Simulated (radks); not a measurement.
Nb II, configuration [Ar] 3d10 4s2 4p5.5 4d4 5p0.5 (fractional occupations, a model configuration). All-electron calculation, scalar-relativistic Kohn-Sham, LDA (Slater exchange, Perdew-Wang correlation), spin-polarised, spherical densities, point nucleus; open shells are filled with parallel spins first (spin-orbit coupling, left out, can overturn this in heavy ions). Program: a radial shooting solver on a logarithmic mesh with Libxc functionals.

Local quantities along the radius. ELF = 1/(1 + alpha^2) is the electron localisation function; alpha = (tau - tau_W)/tau_unif compares the Pauli kinetic energy density with that of the uniform gas (summed over spins). tau is taken from the large components.

```
   r/bohr * ELF (the largest magnitude, 1, reaches the edge; | marks zero)
 0.001225 |                                                      *
 0.001646 |                                                      *
 0.002213 |                                                      *
    0.003 |                                                      *
 0.004033 |                                                      *
 0.005422 |                                                      *
  0.00729 |                                                      *
 0.009802 |                                                      *
  0.01318 |                                                      *
  0.01786 |                                                     *
  0.02401 |                                                   *
  0.03228 |                                          *
   0.0434 |                       *
  0.05835 |                *
  0.07846 |                            *
   0.1063 |                                         *
    0.143 |                                      *
   0.1922 |                  *
   0.2584 |                   *
   0.3474 |                                       *
   0.4671 |                                        *
    0.633 |                   *
   0.8511 |             *
    1.144 |                                       *
    1.538 |                                     *
    2.068 |                      *
    2.803 |          *
    3.769 |      *
    5.067 |   *
    6.813 |*
    9.159 *
```

On this mesh the ELF has minima near r = 0.058, 0.22, 0.73 bohr, which separate the shells, and maxima near 0.12 (0.77), 0.40 (0.78), 1.3 (0.76).
